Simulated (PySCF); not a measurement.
Electronic structure of B²⁺ (boron, charge +2) at the r2SCAN level

Configuration: [He] 2s1, 2S determinant. All numbers are calculated (PySCF 2.14, the spin-free X2C one-electron Hamiltonian (Gaussian nucleus), in x2c-SVPall).

```
Total energy                        : -23.4025 hartree
One-electron energy                 : -27.6771 hartree
Hartree (Coulomb) energy            : 7.5311 hartree
Exchange-correlation energy         : -3.2565 hartree
⟨S²⟩                                : 0.7500
⟨L²⟩                                : 0.000
Sum of ⟨r⟩                          : 2.334 bohr
Sum of ⟨r²⟩                         : 3.559 bohr²
Langevin diamagnetic susceptibility : -2.82 ×10⁻⁶ cm³/mol
Time after the integrals            : 0.08 s of wall time on 1 thread of Intel(R) Xeon(R) Platinum 8259CL CPU @ 2.50GHz (shared host)
```

```json
{"shell": "1s α", "electrons": "1", "mean orbital energy (hartree)": "-7.89907", "rms radius, mean of both spins (bohr)": "0.380"}
{"shell": "1s β", "electrons": "1", "mean orbital energy (hartree)": "-7.87440", "rms radius, mean of both spins (bohr)": "0.380"}
{"shell": "2s α", "electrons": "1", "mean orbital energy (hartree)": "-1.19745", "rms radius, mean of both spins (bohr)": "1.81"}
```
